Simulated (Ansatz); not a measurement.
```yaml
crystal:
  periodic: [false, false, false]
  atoms:
    - {symbol: Cu, position_ang: [-0.003924, -0.021242, 0.027124]}
    - {symbol: O, position_ang: [1.675833, 0.502132, 0.021278]}
    - {symbol: H, position_ang: [2.047809, -0.369441, 0.017498]}
    - {symbol: O, position_ang: [-0.538162, 1.613142, 0.015755]}
    - {symbol: H, position_ang: [0.401610, 2.349747, -0.092803]}
    - {symbol: O, position_ang: [-1.887270, -0.474726, -0.054590]}
    - {symbol: H, position_ang: [-2.169760, 0.465983, 0.082786]}
    - {symbol: O, position_ang: [0.378473, -1.736039, 0.077558]}
    - {symbol: H, position_ang: [-0.494051, -2.101905, 0.002541]}
basis:
  gaussian: {orbitals: def2-SVP}
total_charge: -1
magnetization: {spin_polarized: true, initial_magnetization: 2}
hamiltonian: {xc: {name: PBE}}
scf: {lower_state_search: full}
```

```sh
$ ansatz run in.yaml --threads 4 --pin off --events-out ev --progress --plain --max-ram 3916MiB
```

Shortened log:

```
Functional definition: PBE
1188 factors; their error is unknown
mean field evaluation 1: about -52782.5985 eV, gradient 1.6e2 eV
mean field evaluation 2: about -52580.3786 eV, gradient 2.3e2 eV
mean field evaluation 4: about -52823.4817 eV, gradient 9.4e1 eV
mean field evaluation 8: about -52862.9875 eV, gradient 1.7e1 eV
mean field evaluation 16: about -52863.0460 eV, gradient 1.5e1 eV
mean field evaluation 32: about -52862.1925 eV, gradient 1.1e1 eV
mean field evaluation 64: about -52863.2194 eV, gradient 4.4e0 eV
mean field evaluation 96: about -52827.4516 eV, gradient 7.3e1 eV
mean field evaluation 128: about -52803.0003 eV, gradient 8.6e1 eV
mean field evaluation 160: about -52813.5788 eV, gradient 1.3e2 eV
mean field evaluation 192: about -52863.3685 eV, gradient 1.3e1 eV
mean field -52864.22717352 eV, -1942.7245159667 hartree, gradient 1.6e-5 eV, S^2 2.003464; 10 other end points of the search recorded, 0 dependent functions left out
reference -52864.22724319 eV, -1942.7245185271 hartree; 34, 32 occupied and 73, 75 virtual orbitals, 1188 factors
Total energy: -52864.22724319 eV, -1942.7245185271 hartree
```

It took 16 s on 4 threads of Arm Neoverse V1 on a shared host.

The highest occupied level of an anion often lies above zero with these methods, and sets without diffuse functions describe the outer electron poorly.
